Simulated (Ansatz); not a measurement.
```yaml
crystal:
  periodic: [false, false, false]
  atoms:
    - {symbol: S, position_ang: [1.106077, 3.246996, 0.226260]}
    - {symbol: Al, position_ang: [0.375792, 1.023408, 0.169541]}
    - {symbol: C, position_ang: [0.803309, -0.765567, 1.199249]}
    - {symbol: N, position_ang: [0.053121, -1.315566, -0.051538]}
    - {symbol: C, position_ang: [-1.020590, -0.944685, -0.547826]}
    - {symbol: O, position_ang: [-0.639503, 0.404783, -0.871841]}
    - {symbol: H, position_ang: [0.193793, 3.664597, -0.793337]}
    - {symbol: H, position_ang: [0.213039, -0.441122, 1.991807]}
    - {symbol: H, position_ang: [1.766168, -1.018969, 0.799657]}
    - {symbol: H, position_ang: [0.935101, -1.533262, -0.705745]}
    - {symbol: H, position_ang: [-1.174081, -1.446120, -1.729062]}
    - {symbol: H, position_ang: [-1.907952, -1.070233, 0.332332]}
basis:
  gaussian: {orbitals: def2-TZVP}
hamiltonian: {xc: {name: wB97X-D}}
output: {forces: true}
```

```sh
$ ansatz run in.yaml --threads 4 --pin off --events-out ev --progress --plain --max-ram 10444MiB
```

**Question.** How does Ansatz answer? (An estimate is asked.)

**Answer.** Ansatz gave: The program refused the input.
```
Error: YAML parse error: error: line 18 column 19: hamiltonian.xc: no functional is named "wB97X-D"; the names, which are not case-sensitive, are SVWN5, SPW92, PBE, PBE0, PBEsol, revPBE, revPBE0, RPBE, rPW86-PBE, HSE06, wPBEh, LC-wPBE, HISS, HF, BLYP, B3LYP, B3LYP5, BHLYP, CAM-B3LYP, r2SCAN, r2SCANh, r2SCAN0, r2SCAN50, m-r2SCAN, B97, wB97, wB97X, wB97X-V, B97M-V, wB97M-V, B2PLYP, B2GP-PLYP, PBE0-DH, PBE-QIDH
16 | basis:
17 |   gaussian: {orbitals: def2-TZVP}
18 | hamiltonian: {xc: {name: wB97X-D}}
19 | output: {forces: true}
```

HSE06 is defined as in plane-wave codes.
